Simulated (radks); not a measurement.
Problem. These are the eigenvalues of the occupied orbitals of an atom or ion with whole-number occupations (Ry). Method: Dirac Kohn-Sham, BLYP, spin-unpolarised, spherical densities, finite nucleus; Fermi nuclear charge, rms radius of each element as measured or else 0.836 A^(1/3) + 0.57 fm; computed with a radial shooting solver on a logarithmic mesh with Libxc functionals.

| orbital | eigenvalue |
|---|---|
| 1s1/2 | -4944.717 |
| 2s1/2 | -849.9609 |
| 2p1/2 | -812.5546 |
| 2p3/2 | -719.1713 |
| 3s1/2 | -195.5389 |
| 3p1/2 | -178.8716 |
| 3p3/2 | -158.7697 |
| 3d3/2 | -130.5531 |
| 3d5/2 | -126.1740 |
| 4s1/2 | -40.72854 |
| 4p1/2 | -33.85175 |
| 4p3/2 | -29.21977 |
| 4d3/2 | -17.90416 |
| 4d5/2 | -17.05327 |
| 5s1/2 | -6.45975 |
| 5p1/2 | -4.46832 |
| 5p3/2 | -3.82441 |
| 4f5/2 | -2.99556 |
| 4f7/2 | -2.84984 |
| 5d3/2 | -1.35926 |

Which element is it, and in what charge state? The configuration may be excited. Open shells, if any, fill j = l - 1/2 first.

Solution. Z = 73, tantalum, charge +2: Ta2+ in [Xe] 4f14 5d3. The list shows which subshells hold electrons but not how many an open one holds; the 1s level, -2472.4 hartree, gives Z - s = 70.3 by -(Z - s)^2/2, which with screening and relativity narrows Z to a few neighbours, and the depths of the outer levels then fix element, charge and occupations together.
